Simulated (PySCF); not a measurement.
## `InChI=1S/C6H7NS/c1-8-6-4-2-3-5-7-6/h2-5H,1H3`

Molfile (atoms numbered from 1):
```
C6H7NS
     RDKit          3D

 15 15  0  0  0  0  0  0  0  0999 V2000
    2.9650   -0.1861    0.0573 C   0  0  0  0  0  0  0  0  0  0  0  0
    1.9456    1.2750    0.3085 S   0  0  0  0  0  0  0  0  0  0  0  0
    0.3321    0.5920    0.1287 C   0  0  0  0  0  0  0  0  0  0  0  0
   -0.7681    1.4590    0.2611 C   0  0  0  0  0  0  0  0  0  0  0  0
   -2.0387    0.9252    0.1197 C   0  0  0  0  0  0  0  0  0  0  0  0
   -2.1821   -0.4400   -0.1463 C   0  0  0  0  0  0  0  0  0  0  0  0
   -1.0256   -1.2031   -0.2568 C   0  0  0  0  0  0  0  0  0  0  0  0
    0.2032   -0.7040   -0.1234 N   0  0  0  0  0  0  0  0  0  0  0  0
    4.0053    0.1528    0.1534 H   0  0  0  0  0  0  0  0  0  0  0  0
    2.7964   -0.6118   -0.9403 H   0  0  0  0  0  0  0  0  0  0  0  0
    2.7444   -0.9498    0.8140 H   0  0  0  0  0  0  0  0  0  0  0  0
   -0.6145    2.5199    0.4691 H   0  0  0  0  0  0  0  0  0  0  0  0
   -2.9167    1.5687    0.2160 H   0  0  0  0  0  0  0  0  0  0  0  0
   -3.1654   -0.8981   -0.2644 H   0  0  0  0  0  0  0  0  0  0  0  0
   -1.0882   -2.2774   -0.4644 H   0  0  0  0  0  0  0  0  0  0  0  0
  1  2  1  0
  2  3  1  0
  3  4  2  0
  4  5  1  0
  5  6  2  0
  6  7  1  0
  7  8  2  0
  8  3  1  0
  1  9  1  0
  1 10  1  0
  1 11  1  0
  4 12  1  0
  5 13  1  0
  6 14  1  0
  7 15  1  0
M  END
```

Level of theory: quadratic response CAM-B3LYP/aug-cc-pVDZ first hyperpolarisability, Taylor convention, gas phase (PySCF). Geometry: PBE0-D3(BJ)/def2-SVP.

Q: Give the tensor of the static β(0;0,0) in the axes of these coordinates.

A: In au, Taylor convention; rows are the first index (the induced dipole):
```tsv
	xx	yy	zz	xy	xz	yz
x	+398.6	+1.1	+6.8	+114.6	+33.7	+3.6
y	+114.6	-34.5	-27.2	+1.1	+3.6	+4.7
z	+33.7	+4.7	-16.0	+3.6	+6.8	-27.2
```
Norm of βᵢ = ⅓ Σⱼ (βᵢⱼⱼ + βⱼᵢⱼ + βⱼⱼᵢ): 410.7 au, hyper-Rayleigh value 180.1 au.
